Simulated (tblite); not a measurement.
Compound: C4H10NOSi (doublet state).
Numbering: `[CH3:1][C@@H:2]1[CH2:3][Si@@:4]([CH3:5])([NH:6])[O:7]1` (hydrogens: H8, H9, H10 on C1; H11 on C2; H12, H13 on C3; H14, H15, H16 on C5; H17 on N6)

The geometry is computed with GFN2-xTB (gas phase). This method treats the open shell by occupation alone, without spin polarisation.

Task: List the bond lengths, angles and torsions at this level.

Result: 
| bond | length (bohr) |
| --- | --- |
| C1–C2 | 2.867 |
| C2–C3 | 2.851 |
| C3–Si4 | 3.801 |
| Si4–C5 | 3.599 |
| Si4–N6 | 3.123 |
| Si4–O7 | 3.130 |
| C2–O7 | 2.697 |
| C1–H8, C1–H9, C1–H10 | 2.055 |
| C2–H11 | 2.069 |
| C3–H12 | 2.043 |
| C3–H13 | 2.036 |
| C5–H14, C5–H15, C5–H16 | 2.051 |
| N6–H17 | 1.905 |

Bonds in one row agree within 0.02 bohr and their mean is given. A selection of angles:
| angle | degrees |
| --- | --- |
| C2–C1–H8 | 109.6 |
| H8–C1–H9 | 108.5 |
| H8–C1–H10 | 109.2 |
| C1–C2–C3 | 114.7 |
| C1–C2–O7 | 110.5 |
| C1–C2–H11 | 110.6 |
| C3–C2–O7 | 101.3 |
| C3–C2–H11 | 111.6 |
| O7–C2–H11 | 107.6 |
| C2–C3–Si4 | 83.0 |
| C2–C3–H12 | 115.9 |
| C2–C3–H13 | 116.5 |
| Si4–C3–H12 | 112.1 |
| Si4–C3–H13 | 112.9 |
| H12–C3–H13 | 113.1 |
| C3–Si4–C5 | 110.3 |
| C3–Si4–N6 | 103.9 |
| C3–Si4–O7 | 75.8 |
| C5–Si4–N6 | 128.1 |
| C5–Si4–O7 | 111.2 |
| N6–Si4–O7 | 114.4 |
| Si4–C5–H14 | 110.3 |
| Si4–C5–H15 | 113.8 |
| H14–C5–H15 | 108.5 |
| H14–C5–H16 | 107.5 |
| Si4–N6–H17 | 122.1 |
| C2–O7–Si4 | 99.7 |

Torsions: C1–C2–C3–Si4 -122° (anticlinal); C2–C3–Si4–C5 110° (anticlinal); C3–Si4–O7–C2 -3° (synperiplanar); C1–C2–O7–Si4 125° (anticlinal); H17–N6–Si4–C3 -111° (anticlinal).

The 4-membered ring C2–C3–Si4–O7 has internal angles of 75.8° to 101.3° (sum 360°, against 360° for a flat polygon); it is almost planar, 0.02 Å rms from its mean plane, widest ring torsion 3°. The 2 C–Si bonds span 1.905 Å (Si4–C5, drawn single) to 2.012 Å (C3–Si4, drawn single), a spread of 0.107 Å. O7 (oxygen bonded to C and Si) is bent (angle 99.7°). Si4 (silicon bonded to 2 C, N and O) has angles from 75.8° to 128.1°. Of the pairs four or more bonds apart, H9···H12 is among the closest relative to their van der Waals radii: 2.51 Å, 104 % of the sum of Bondi's values.

Point group: C1 (no symmetry element, even within 0.4 Å). Its GFN2-xTB frequencies are all real (lowest 55 cm⁻¹). Torsions: C3–Si4–N6–H -111°.

One conformer stands for the species.
